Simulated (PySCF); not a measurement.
# How methods differ on the excitation energy of Tl

Tl [Xe] 4f14 5d10 6s2 6p1 (2P) → Tl [Xe] 4f14 5d10 6s2 6d1 (2D), as a difference of total energies. Computed with PySCF 2.14 in x2c-TZVPPall with one added diffuse shell each of s, p, d, f type (12s8p7d4f, 99 functions), with the spin-free X2C one-electron Hamiltonian (Gaussian nucleus). The calculations carry no spin-orbit coupling.

```csv
method,excitation energy (eV)
UHF,3.713
r2SCANh,3.831
wB97X,3.915
HSE06,3.642
```

For comparison: 3.840 eV (measured; NIST levels, between the centres of gravity of the two terms).
